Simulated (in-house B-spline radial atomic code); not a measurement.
## Er3+: [Kr] 4d10 4f11 5s2 5p5 8g1 (an excited or competing configuration)

Method: Dirac-Hartree-Fock, average of configuration, Fermi nucleus of rms radius 5.2516 fm. Calculated with a B-spline radial code for spherical atoms.

Z_r = [3n² - l(l+1)]/(2<r>); Z_e = n√(-2ε); the last column is Slater's effective charge. Values are occupation-weighted means over j. An effective charge above Z reflects the relativistic contraction of the inner shells.

```
shell  electrons   ε (eV)  <r> (bohr)    Z_r    Z_e  Slater
   1s          2   -57879     0.02037  73.65  65.22   67.70
   2s          2  -9888.8     0.08583  69.91  53.92   63.85
   2p          6  -8785.9     0.07638  65.46  50.82   63.85
   3s          2  -2308.1      0.2242  60.21  39.07   56.75
   3p          6  -1962.4      0.2233  55.97  36.03   56.75
   3d         10  -1509.2      0.2037  51.55  31.60   46.85
   4s          2  -520.91      0.5082  47.22  24.75   40.25
   4p          6  -403.75      0.5382  42.74  21.79   40.25
   4d         10  -239.36      0.5838  35.97  16.78   28.85
   5s          2  -105.99       1.234  30.38  13.96   13.25
   5p          5  -75.244       1.409  25.90  11.76   13.25
   4f         11  -61.804      0.7353  24.48   8.53   18.50
   8g          1  -3.4079       21.44   4.01   4.00       -
```

The least bound orbital is 8g7/2 at -3.408 eV, and it is also the most diffuse (<r> = 21.44 bohr).

Spin-orbit splittings of the orbital energies (j = l + 1/2 above j = l - 1/2 when positive): 2p 919.1 eV, 3p 196.5 eV, 3d 42.46 eV, 4p 44.66 eV, 4d 8.289 eV, 5p 6.4 eV, 4f 1.239 eV, 8g -0.000211 eV.

For the 1s electron the small component carries 6.48 % of the norm, the zero-frequency Breit interaction raises the level by 184 eV, self-energy by 112 eV, and vacuum polarisation lowers it by 19.37 eV.
